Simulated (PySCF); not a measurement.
**How methods differ on the ionisation energy of Ne²⁺**

Ne²⁺ [He] 2s2 2p4 (3P) → Ne³⁺ [He] 2s2 2p3 (4S), as a difference of total energies. Calculation: PySCF 2.14, in aug-cc-pwCVDZ (5s4p2d, 27 functions); the non-relativistic Hamiltonian (point nucleus). Correlated levels: valence: 1s2 frozen; valence and next inner shell: nothing frozen. The calculations carry no spin-orbit coupling.

| method | ionisation energy (eV) |
| --- | --- |
| UHF | 61.655 |
| LDA | 63.569 |
| PBE | 63.814 |
| PBE0 | 63.634 |
| r2SCAN | 63.486 |
| wB97M-V | 63.438 |
| TPSS | 63.889 |
| M06-2X | 63.341 |
| PW91 | 63.950 |
| MP2 (valence) | 62.472 |
| SCS-MP2 (valence) | 62.482 |
| MP2 (valence and next inner shell) | 62.492 |
| SCS-MP2 (valence and next inner shell) | 62.490 |

Q: How much does correlation contribute at MP2 (valence and next inner shell)?

A: 62.492 − (61.655) = 0.837 eV, measured against UHF.

A first-order spin-orbit estimate (lowest level to lowest level, LS coupling) adds 0.035 eV.

Errors of the correlated levels include the incompleteness of this basis and the frozen core.

For comparison: 63.423 eV (measured; NIST Atomic Spectra Database, ionization energies).
